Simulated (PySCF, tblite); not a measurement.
Compound: C4H15NSi2.
SMILES: `C[SiH2]N[SiH2]C(C)C`

Jobs on this species (22 atoms, 74 electrons) with PySCF (density fitting) and tblite. Hardware of each: one thread of an Arm Neoverse V1, no GPU (shared host). Times come from a shared host and carry two figures at best.

**Question.** Rank these jobs by wall time, shortest first.
A. GFN2-xTB; Hessian by finite differences
B. PBE0/pcSseg-1; shieldings, charges and field gradients, density and orbital grids written; 208 basis functions
C. GFN2-xTB; L-BFGS relaxation

**Answer.** A (1.0 s), C (1.8 s), B (47 s).

All jobs:

```json
{"level and settings": "GFN2-xTB", "work": "Hessian by finite differences", "basis functions": "–", "SCF cycles": "–", "wall time": "1.0 s"}
{"level and settings": "GFN2-xTB", "work": "L-BFGS relaxation", "basis functions": "–", "SCF cycles": "–", "wall time": "1.8 s"}
{"level and settings": "PBE0/pcSseg-1", "work": "shieldings, charges and field gradients, density and orbital grids written", "basis functions": "208", "SCF cycles": "12", "wall time": "47 s"}
```

**Question.** What do all jobs in the table cost together?

**Answer.** About 50 s; the longest takes about 94 % of that, and about 47 times as long as the shortest.
